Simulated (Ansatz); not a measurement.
`FC1=C(F)C(F)(F)C1F`, charge 0, multiplicity 1.

(1) Give a relaxed structure at PBE0-D4/def2-TZVP (Ansatz). (Best estimate.)

Answers

(1) Computed: 
```xyz
10

F     0.551   -2.035   -1.214
C     0.334   -0.904   -0.602
C     0.900    0.303   -0.634
F     1.865    0.858   -1.314
C    -0.060    0.875    0.357
F     0.438    1.262    1.539
F    -0.841    1.878   -0.095
C    -0.735   -0.531    0.373
F    -0.685   -1.168    1.577
H    -1.767   -0.537    0.012
```
This is one stationary point; other conformers may exist.
